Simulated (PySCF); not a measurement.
## H2Ga, SMILES `[GaH2]` (charge 0, multiplicity 2)

All values below come from PySCF with TPSSh-D3(BJ)/def2-TZVP // PBE0-D3(BJ)/def2-TZVP.

```json
{
 "highest_occupied_spin_orbital": "-5.12 eV",
 "dipole_moment": "0.057 e·Å",
 "total_energy": "-1925.9709 Ha",
 "cost": "roughly 40 core-seconds"
}
```

Bonds (Å): Ga1–H2 1.593, Ga1–H3 1.593. Angles (°): H2–Ga1–H3 120.5.
Charge 0, spin multiplicity 2.
